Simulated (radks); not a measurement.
Spherical jellium clusters: N electrons in a uniform positive sphere of charge N and radius rs N^(1/3), rs = 2.68 bohr. Method: non-relativistic Kohn-Sham, LDA (Slater exchange, Perdew-Wang correlation), spin-polarised, spherical densities; computed with a radial shooting solver with Libxc functionals. Levels are named by radial order and angular momentum (1s, 1p, 1d, 2s, ...), and open shells are averaged over m. Each electron was tried in the lowest free levels, single moves between levels near the top were tried too, and the lowest total energy was kept; such a search can miss a lower state. Energies include the self-energy of the background; IP and EA are vertical (highest electron removed, lowest free level filled), at fixed background; spill-out counts the electrons outside the background radius R, and alpha is the static dipole polarisability from linear response (closed shells only). A dash means not computed or, for alpha, an open shell; in EA it means that no bound solution was reached, which is typical of self-interaction and does not show that the anion is unstable. Real open-shell clusters deform, which this model forbids.

\begin{tabular}{lrrrrrrrr}
N & open shells & 2S & E/N (eV) & E(N+1) + E(N-1) - 2E(N) (eV) & IP (eV) & EA (eV) & -e(HOMO) (eV) & alpha/R^3 \\ \hline
1 & 1s(up 1, down 0) & 1 & -0.595 & - & - & - & 3.794 & - \\
2 & none & 0 & -1.326 & 2.045 & 7.095 & - & 4.327 & 2.085 \\
3 & 1p(up 1, down 0) & 1 & -0.888 & -0.925 & 4.488 & - & 2.365 & - \\
4 & 1p(up 2, down 0) & 2 & -0.900 & -0.793 & 5.452 & - & 3.210 & - \\
5 & 1p(up 3, down 0) & 3 & -1.066 & 0.339 & 6.044 & - & 3.792 & - \\
6 & 1p(up 3, down 1) & 2 & -1.121 & -0.648 & 5.492 & - & 3.459 & - \\
7 & 1p(up 3, down 2) & 1 & -1.252 & -0.492 & 6.019 & 2.050 & 3.964 & - \\
8 & none & 0 & -1.412 & 2.372 & 6.378 & - & 4.336 & 1.720 \\
9 & 1d(up 1, down 0) & 1 & -1.273 & -0.427 & 3.883 & - & 2.120 & - \\
10 & 1d(up 2, down 0) & 2 & -1.204 & -0.394 & 4.349 & - & 2.576 & - \\
11 & 1d(up 3, down 0) & 3 & -1.184 & -0.355 & 4.720 & - & 2.949 & - \\
12 & 1d(up 4, down 0) & 4 & -1.196 & -0.316 & 5.024 & - & 3.260 & - \\
13 & 1d(up 5, down 0) & 5 & -1.231 & 0.396 & 5.277 & - & 3.525 & - \\
14 & 1d(up 5, down 0) 2s(up 1, down 0) & 6 & -1.233 & -0.177 & 4.815 & - & 3.203 & - \\
15 & 1d(up 5, down 2) & 3 & -1.246 & -0.356 & 5.028 & 1.785 & 3.370 & - \\
16 & 1d(up 5, down 3) & 2 & -1.280 & -0.250 & 5.267 & 2.034 & 3.617 & - \\
17 & 1d(up 5, down 4) & 1 & -1.325 & -0.223 & 5.470 & 2.253 & 3.830 & - \\
18 & none & 0 & -1.377 & 0.256 & 5.644 & 2.083 & 4.016 & 1.548 \\
19 & 2s(up 1, down 0) & 1 & -1.410 & 0.216 & 5.340 & 1.983 & 3.770 & - \\
20 & none & 0 & -1.429 & 1.322 & 5.147 & - & 3.630 & 1.602 \\
21 & 1f(up 1, down 0) & 1 & -1.384 & -0.227 & 3.873 & - & 2.385 & - \\
22 & 1f(up 2, down 0) & 2 & -1.352 & -0.212 & 4.087 & - & 2.605 & - \\
23 & 1f(up 3, down 0) & 3 & -1.333 & -0.198 & 4.278 & - & 2.803 & - \\
24 & 1f(up 4, down 0) & 4 & -1.323 & -0.185 & 4.449 & 1.561 & 2.982 & - \\
25 & 1f(up 5, down 0) & 5 & -1.322 & -0.173 & 4.604 & 1.729 & 3.144 & - \\
26 & 1f(up 6, down 0) & 6 & -1.328 & -0.161 & 4.745 & 1.883 & 3.293 & - \\
27 & 1f(up 7, down 0) & 7 & -1.339 & 0.436 & 4.873 & 1.458 & 3.430 & - \\
28 & 1f(up 7, down 1) & 6 & -1.333 & -0.174 & 4.404 & 1.637 & 3.002 & - \\
29 & 1f(up 7, down 2) & 5 & -1.334 & -0.161 & 4.558 & 1.801 & 3.162 & - \\
30 & 1f(up 7, down 3) & 4 & -1.341 & -0.150 & 4.698 & 1.952 & 3.308 & - \\
31 & 1f(up 7, down 4) & 3 & -1.351 & -0.140 & 4.825 & 2.092 & 3.442 & - \\
32 & 1f(up 7, down 5) & 2 & -1.366 & -0.131 & 4.942 & 2.221 & 3.565 & - \\
33 & 1f(up 7, down 6) & 1 & -1.383 & -0.123 & 5.049 & 2.341 & 3.680 & - \\
34 & none & 0 & -1.403 & 0.516 & 5.148 & 1.899 & 3.786 & 1.427 \\
35 & 2p(up 1, down 0) & 1 & -1.408 & -0.071 & 4.609 & 2.036 & 3.304 & - \\
36 & 2p(up 2, down 0) & 2 & -1.414 & -0.061 & 4.717 & 2.156 & 3.418 & - \\
37 & 2p(up 3, down 0) & 3 & -1.421 & 0.273 & 4.810 & 1.960 & 3.519 & - \\
38 & 2p(up 3, down 1) & 2 & -1.421 & -0.069 & 4.567 & 2.097 & 3.314 & - \\
39 & 2p(up 3, down 2) & 1 & -1.422 & -0.060 & 4.679 & 2.219 & 3.431 & - \\
40 & none & 0 & -1.425 & 0.719 & 4.778 & 1.485 & 3.536 & 1.541 \\
41 & 1g(up 1, down 0) & 1 & -1.411 & - & 4.094 & 1.597 & 2.833 & - \\
\end{tabular}

All shells are closed at N = 2, 8, 18, 20, 34, 40 (there: 1s2 1p6 1d10 2s2 1f14 2p6); the second difference of the energy has clear peaks (12 % above both neighbours; the first and last values, which can be the largest, are not judged, and half-filled shells can peak too) at N = 5, 8, 13, 18, 20, 27, 34, 37.
